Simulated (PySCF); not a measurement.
# A search over the determinants of Sn₂

Unrestricted PBE0; Sn cc-pVTZ-PP with ECP28; scalar-relativistic core potentials (PySCF 2.14). Outer shells of the fragments: Sn 4d10 5s2 5p2; Sn 4d10 5s2 5p2.

Followed along the bond (rough minima from three points):

```json
{"2Ms+1": "3", "unpaired": "π ↑↑", "⟨S²⟩ at the start": "2.00", "R at minimum (Å)": "2.76", "Te (eV)": "0.00"}
{"2Ms+1": "1", "unpaired": "π ↑↓", "⟨S²⟩ at the start": "1.01", "R at minimum (Å)": "2.76", "Te (eV)": "0.17"}
{"2Ms+1": "3", "unpaired": "σ ↑, π ↑", "⟨S²⟩ at the start": "2.01", "R at minimum (Å)": "2.64", "Te (eV)": "0.26"}
{"2Ms+1": "1", "unpaired": "σ ↓, π ↑", "⟨S²⟩ at the start": "1.01", "R at minimum (Å)": "2.64", "Te (eV)": "0.45"}
{"2Ms+1": "1", "unpaired": "none", "⟨S²⟩ at the start": "0.00", "R at minimum (Å)": "2.78", "Te (eV)": "0.69"}
```

Solutions found at the starting distance of 2.700 Å, counted from the lowest of them; the search is not exhaustive and high or unbound solutions are not listed, so other states can lie among these:

| 2Ms+1 | unpaired | term | E (eV) | ⟨S²⟩ | ⟨Lz²⟩ |
| --- | --- | --- | --- | --- | --- |
| 3 | π ↑↑ | ³Σ⁻ | 0.00 | 2.00 | 0.00 |
| 1 | π ↑↓ | mixed | 0.18 | 1.01 | 2.01 |
| 3 | σ ↑, π ↑ | ³Π | 0.27 | 2.01 | 1.01 |
| 1 | σ ↓, π ↑ | mixed | 0.46 | 1.01 | 1.01 |
| 1 | none | mixed | 0.71 | 0.00 | 2.00 |
| 5 | σ ↑, π ↑↑↑ | ⁵Π | 1.05 | 6.00 | 1.01 |
| 3 | σ ↑, π ↑↑↓ | mixed | 1.53 | 3.01 | 3.03 |
| 3 | σ ↓, π ↑↑↑ | mixed | 1.60 | 3.02 | 1.01 |
| 3 | π ↑↑ | mixed | 1.92 | 2.01 | 2.01 |
| 5 | π ↑↑↑↑ | ⁵Σ⁺ | 3.34 | 6.01 | 0.00 |

A term symbol is given only where ⟨S²⟩ and ⟨Lz²⟩ are close to those of a pure state; real π, δ and φ orbitals otherwise mix terms, and g/u labels are left off.

Spin–orbit coupling is left out.
